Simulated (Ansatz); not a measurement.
Isolated molecules relaxed with PBE0-D4/def2-TZVP in Ansatz; ΔE leaves out vibrations. CCSD(T)/CBS is the MP2 limit (def2-TZVPP, def2-QZVPP) plus CCSD(T) − MP2 in def2-TZVPP, frozen cores. This one scheme is used for every species. DFT in def2-TZVPP. B3LYP here is the variant with VWN-RPA as its local correlation; programs differ in this. One conformer a species, not always the lowest.

`N[SiH](O)BO` + H₂O → `N[SiH](O)O` + `BO`  (formal hydrolysis of the Si–B bond)

| level | ΔE (kJ/mol) |
| --- | --- |
| ωB97M-V | -153.1 |
| B2PLYP | -155.5 |
| PBE0 | -140.4 |
| B3LYP | -152.4 |
| HF/def2-TZVPP | -173.1 |
| MP2/def2-QZVPP | -155.6 |
| SCS-MP2/def2-QZVPP | -157.2 |
| CCSD/CBS(def2) | -150.9 |

What does CCSD(T)/CBS give? (Best estimate.)

Ansatz gave: -148.1 kJ/mol. The listed levels differ from it by -5.0, -7.4, 7.7, -4.3, -25.0, -7.5, -9.1, -2.8 kJ/mol.

Largest T1 diagnostic among the species: 0.014.

In def2-TZVPP, CCSD(T) changes the Hartree–Fock value by +23.0 kJ/mol (the triples alone add +2.8 kJ/mol) and MP2 by +16.7 kJ/mol. The D4 term adds +3.7 kJ/mol with B3LYP and +2.3 kJ/mol with PBE0; it sums over pairs of atoms, weighted by their polarisabilities, and B3LYP, whose exchange is more repulsive, gets the larger term. From PBE to PBE0 (25 % exact exchange), in def2-TZVPP and without D4, ΔE moves by −7.6 kJ/mol.
